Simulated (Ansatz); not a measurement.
Ansatz results at the PBE0-D4/def2-TZVP geometry: HOMO energy (B3LYP/def2-TZVPP) -8.75 eV; LUMO energy (PBE0/def2-TZVPP) -0.56 eV; HOMO energy (PBE0/def2-TZVPP) -9.00 eV.

Each molecule was computed in one conformer, which needn't be the lowest.

Q: Which molecule gave them?
A. `C#CCNCO`
B. `N#COBO`
C. `[AlH]1[SiH2][AsH]1`
D. `C=C1OC1(C)C`

A: B. The others give `C#CCNCO`: -6.94, 0.66, -7.16; `C=C1OC1(C)C`: -6.58, 0.92, -6.81; `[AlH]1[SiH2][AsH]1`: -5.90, -1.91, -6.11.

B3LYP here is the variant with VWN-RPA as its local correlation; programs differ in this.
